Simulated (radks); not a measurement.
All-electron atom: C I in [He] 2s2 2p2.

Method: non-relativistic Kohn-Sham, r2SCAN, spin-polarised, spherical densities, point nucleus; open shells are filled with parallel spins first; meta-GGA in the generalised Kohn-Sham scheme; computed with a radial shooting solver on a logarithmic mesh with Libxc functionals.

Energy parts (hartree):
total: -37.81726
kinetic: 37.69406
electron-nucleus: -88.13439
Hartree: 17.78981
exchange-correlation: -5.16675

Orbitals (lengths in bohr, moments of r in powers of bohr; <r^-3> diverges for s and p1/2):
| orbital | occ. | eigenvalue (hartree) | <r^4> | <r^-3> |
|---|---|---|---|---|
| 1s up | 1 | -10.18090 | 0.02623 | - |
| 1s down | 1 | -10.14442 | 0.02546 | - |
| 2s up | 1 | -0.57666 | 16.29 | - |
| 2s down | 1 | -0.43865 | 20.61 | - |
| 2p up | 2 | -0.23468 | 35.44 | 1.759 |
| 2p down | 0 | -0.10930 | 52.08 | 1.493 |

The highest occupied level is 2p up at -6.386 eV. Spin moment in Bohr magnetons: 2. Summed over all electrons, <r^2> = 14.00 bohr^2, which gives a Langevin (diamagnetic) susceptibility term of -11.1 x 10^-6 cm^3/mol. For comparison, the ionisation energy in NIST's Atomic Spectra Database is 11.260 eV (measured). In exact Kohn-Sham theory the highest level is minus the ionisation energy, but local and semilocal functionals leave it too shallow, through self-interaction and a potential that decays too fast; potentials with the right tail come closer.
